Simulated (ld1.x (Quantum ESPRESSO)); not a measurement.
What one change does to a pseudopotential (bromine, ultrasoft)

* Element: Br
* Generator: ld1.x (Quantum ESPRESSO) 7.5
* Type: ultrasoft
* Functional: PBE
* Relativity: scalar-relativistic
* Frozen core: [Ar] 3d10
* Valence charge: 7
* Reference configuration: 4s2 4p2 (charge +3)
* Partial waves: 4s (bound): rcut 1.25, rcutus 1.35 bohr; 4s channel at -2 Ry: rcut 1.25, rcutus 1.35 bohr; 4p (bound): rcut 1.40, rcutus 1.65 bohr; 4p channel at 0.8 Ry: rcut 1.40, rcutus 1.65 bohr
* Local potential: all-electron potential smoothed inside 1.20 bohr (lloc = -1)
* Core correction: Bessel-smoothed model core, default radius (core density twice the valence density)
* Augmentation charge: built from norm-conserving waves at rcut, not smoothed further

Change: waves 4s (bound): rcut 1.25, rcutus 2.04 bohr; 4s channel at -2 Ry: rcut 1.25, rcutus 2.04 bohr.

Cutoffs: the cutoffs (Ry, on a coarse ladder) from which the occupation-weighted sum of valence levels, in a spherical-Bessel basis at the reference potential, stays within 10 and 1 mRy of its value at 400 Ry; they do not see the model core or the augmentation charge, which bear on the density cutoff. Errors are all-electron minus pseudo energies relative to the spin-unpolarised reference configuration.

Task: What does the change do?

Result: The potential gets softer (21 Ry and 40 Ry → 15 Ry and 25 Ry); of the 7 tests that both files solve, the error grows in 2 and shrinks in 0 by more than 15 % and 0.3 meV (median size 5.9 → 5.6 meV); neither file shows a bound ghost. A larger radius leaves more room for a smooth pseudo-wave, so fewer plane waves are needed.

| quantity | base | changed |
| --- | --- | --- |
| cutoff, loose | 21 Ry | 15 Ry |
| cutoff, tight | 40 Ry | 25 Ry |
| loose cutoff by channel (10 mRy a level) | s 18 Ry, p 12 Ry | s 8 Ry, p 12 Ry |
| bound ghosts | none | none |
| error for 4s2 4p5, meV [ΔE -69.30 eV] | -9.5 | -9.3 |
| error for 4s2 4p4, meV [ΔE -56.74 eV] | -5.9 | -5.6 |
| error for 4s2 4p3, meV [ΔE -33.98 eV] | -0.2 | 0.0 |
| error for 4s1 4p5, meV [ΔE -43.74 eV] | +3.9 | +4.7 |
| error for 4s2 4p4.5, meV [ΔE -64.22 eV] | -8.2 | -7.9 |
| error for 4s1 4p6, meV [ΔE -56.93 eV] | +2.9 | +3.9 |
| error for 4s2 4p1, meV [ΔE 46.02 eV] | -20 | -19 |
| lowest overlap eigenvalue by channel | s 0.16, p 0.49 | s 0.18, p 0.49 |
